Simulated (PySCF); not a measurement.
Computed with PySCF with CAM-B3LYP-D3(BJ)/def2-TZVP. Isolated molecules, 0 K electronic values unless said otherwise. One relaxed conformer stands for a flexible species; it need not be the lowest. Excitations are Tamm–Dancoff values on a coarser integration grid. The basis has no diffuse functions, so Rydberg states are missing or too high.

Reference species (SMILES): `SB` (H–B–S–H torsion 0°) (neutral, multiplicity 1).

```json
{
 "S1 excitation (TDA)": "6.28 eV",
 "LUMO": "-0.19 eV",
 "brightest of the four lowest singlets (TDA)": "6.67 eV"
}
```

Changed species: `SB(S)S` (0 of 3 SH replaced by H; the reference has 2 of 3 SH replaced by H).

Give the shifts of the S1 excitation (TDA), LUMO and brightest of the four lowest singlets (TDA).

the S1 excitation (TDA) falls by 0.57 eV, to 5.71 eV; the LUMO rises by 0.58 eV, to 0.39 eV; the brightest of the four lowest singlets (TDA) decreases by 0.46 eV, to 6.21 eV.
